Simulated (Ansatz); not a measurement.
Coupled-cluster diagnostics for InH2(NH2) (InNH₄), Ansatz.

Geometry of the singlet (B3LYP-D4/def2-TZVP):

| atom | x (Å) | y (Å) | z (Å) |
| --- | --- | --- | --- |
| In1 | 0.193 | 0.938 | -0.098 |
| H2 | 0.151 | 1.510 | -1.716 |
| H3 | 0.520 | 1.758 | 1.374 |
| N4 | -0.212 | -1.033 | 0.108 |
| H5 | -0.228 | -1.521 | 0.989 |
| H6 | -0.425 | -1.652 | -0.658 |

In the def2 sets In takes a core potential; there is no spin–orbit coupling. Correlated methods freeze 5 core orbitals; core or outer-core shells of In are correlated, in sets that lack core-valence functions.

Question: Estimate the CCSD(T) correlation energy, the shares of MP2 and (T), T1 and the reference's ⟨S²⟩ for: charge 0, singlet, own geometry in def2-TZVPP; charge 0, singlet, own geometry in def2-TZVPD; charge 1, doublet, vertical in def2-TZVPP; charge -1, doublet, vertical in def2-TZVPD; and the rough time on 4 threads of Arm Neoverse V1 on a shared host.

Answer: 
```
                          state       basis  correlation (eV)  MP2 share (%)  (T) share (%)     T1  ⟨S²⟩ (pure)  wall time          remarks
charge 0, singlet, own geometry  def2-TZVPP           -14.957           94.6            3.1  0.016  0.00 (0.00)        9 s                –
charge 0, singlet, own geometry  def2-TZVPD           -14.748           94.4            3.1  0.016  0.00 (0.00)      7.5 s                –
    charge 1, doublet, vertical  def2-TZVPP           -13.379           92.8            2.5  0.013  0.76 (0.75)       30 s                –
   charge -1, doublet, vertical  def2-TZVPD           -15.185           94.2            3.3  0.019  0.76 (0.75)       30 s  HOMO above zero
```
Customary marks for T1 are 0.02 (closed shells), 0.045 (open shells) and about 0.05 (3d metals). T1 stays under 0.02 throughout.
